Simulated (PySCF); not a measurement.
AlFGeH4, SMILES [F][AlH][GeH3].

Geometry optimised at B3LYP-D3(BJ)/def2-SVP.

Calculation: C-PCM-PBE0/def2-SVP in PySCF.

The values are the electrostatic part of the solvation free energy, E(continuum) − E(gas) at the gas-phase geometry, in a cavity of scaled van der Waals radii (PySCF's table); cavitation and dispersion terms are not included. A continuum can't describe solvent molecules that bind to the metal. In vacuum the orbital gap is 6.20 eV. The dipole moment in vacuum is 1.21 D.

Computed values in water (ε = 78.36), acetonitrile (ε = 35.69), chloroform (ε = 4.71):
```
solvent           ε  ΔG(elec) (kcal/mol)  dipole (D)  gap (eV)
------------  -----  -------------------  ----------  --------
water         78.36                 -6.0        1.35      6.53
acetonitrile  35.69                 -5.9        1.35      6.52
chloroform     4.71                 -4.7        1.31      6.45
```
